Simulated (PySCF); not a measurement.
Bonds (- single, = double, # triple, : aromatic): N1-Si2, Si2-N3, Si2-C4, C4-C5, C5-C6, C6-F7, C6-Si2. N1 carries H8, H9; N3 carries H10, H11; C4 carries H12, H13; C5 carries H14, H15; C6 carries H16. Stereochemistry as in N[Si]1(N)CC[C@@H]1F. H12, H14 are cis to F7 on the ring; H13, H15 are trans to F7 on the ring.

Theoretical values (PySCF 2.14): shieldings: GIAO PBE0/pcSseg-1, structure optimised with GFN2-xTB. Non-relativistic, no solvent model, one conformer, one averaged value for each set of equivalent atoms.

Task: Predict the 2D correlation tables (HSQC, COSY, HMBC).

Result: 

HSQC (one-bond C–H):
```
        δH          δC
5.39 (H16)  106.4 (C6)
2.29 (H15)   25.8 (C5)
1.74 (H14)   25.8 (C5)
1.63 (H12)   21.7 (C4)
1.22 (H13)   21.7 (C4)
```

COSY cross peaks (H two or three bonds apart, from the bond graph; peaks can be absent where the dihedral angle is near 90°):
```
        δH          δH
5.39 (H16)  2.29 (H15)
5.39 (H16)  1.74 (H14)
2.29 (H15)  1.74 (H14)
2.29 (H15)  1.63 (H12)
2.29 (H15)  1.22 (H13)
1.74 (H14)  1.63 (H12)
1.74 (H14)  1.22 (H13)
1.63 (H12)  1.22 (H13)
```

HMBC (two and three bonds, from the bond graph):
```
        δH                     δC
5.39 (H16)   25.8 (C5), 21.7 (C4)
2.29 (H15)  106.4 (C6), 21.7 (C4)
1.74 (H14)  106.4 (C6), 21.7 (C4)
1.63 (H12)  106.4 (C6), 25.8 (C5)
1.22 (H13)  106.4 (C6), 25.8 (C5)
```

Scale: ¹H (σ = 31.72 ppm) and ¹³C (σ = 186.93 ppm) vs TMS (reference shieldings calculated alike).

OH/NH shifts are gas-phase values; hydrogen bonding in solution moves them, usually downfield. Shifts are as computed. Against solution values, carbons near 30 ppm lie about +3 ppm off and those near 130 ppm about +5 ppm. Of 1211 compounds with measured shifts, 218 miss one by over three times the rms of a fit or turn the order of signals round; such compounds aren't used in these exercises.
